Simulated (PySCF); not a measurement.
A structure optimised at B3LYP-D3(BJ)/def2-SVP, used in a PySCF frequency run:

```xyz
15

C      1.6306    -1.5076    -1.1755
C      0.8274    -0.2303    -1.4551
Si    -0.4309     0.2101    -0.1353
C     -1.7354    -1.0886     0.1322
O     -1.2309     1.6262    -0.4921
Cl     0.6450     0.4624     1.6536
H      0.9733    -2.3889    -1.0960
H      2.1852    -1.4245    -0.2279
H      2.3593    -1.7132    -1.9756
H      0.2771    -0.3156    -2.4102
H      1.5091     0.6309    -1.5749
H     -2.3140    -1.2470    -0.7923
H     -2.4306    -0.7760     0.9263
H     -1.2810    -2.0464     0.4284
H     -0.6998     2.4278    -0.5656
```
Charge 0, spin multiplicity 1.

Write its SMILES and formula.

CC[Si@](C)(O)Cl, C3H9ClOSi

What are its rotational constants (standard atomic weights)?

2.2073, 1.8615, 1.4658 GHz
